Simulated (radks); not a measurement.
Sr XXVIII, configuration [Ne] 3s1 (the NIST ground configuration). Method: scalar-relativistic Kohn-Sham, r2SCAN, spin-polarised, spherical densities, finite nucleus; open shells are filled with parallel spins first (spin-orbit coupling, left out, can overturn this in heavy ions); meta-GGA in the generalised Kohn-Sham scheme; Fermi nuclear charge, rms radius 4.224 fm; computed with a radial shooting solver on a logarithmic mesh with Libxc functionals.

Normalised radial functions P(r) = r R(r), r in bohr:

r	1s up	2s down
0.003946	1.7052	0.5591
0.005477	2.2051	0.7200
0.007665	2.8029	0.9080
0.01064	3.4319	1.0956
0.01477	4.0231	1.2477
0.0205	4.4405	1.2957
0.02846	4.5097	1.1404
0.03983	4.0655	0.6590
0.05529	3.1264	-0.1763
0.07676	1.9292	-1.2560
0.1066	0.8816	-2.2167
0.1479	0.2659	-2.5676
0.207	0.0430	-2.0569
0.2873	0.0032	-1.0906
0.3989	0.0001	-0.3399
0.5537	0.0000	-0.0519
0.7686	0.0000	-0.0030
1.076	0.0000	0.0000

1s up: eigenvalue -17336.4 eV, 0 radial nodes, <r> = 0.0391 bohr, 90 % of the charge inside 0.0700 bohr. 2s down: eigenvalue -3456.5 eV, 1 radial node at r = 0.0521 bohr, <r> = 0.169 bohr, 90 % of the charge inside 0.260 bohr.
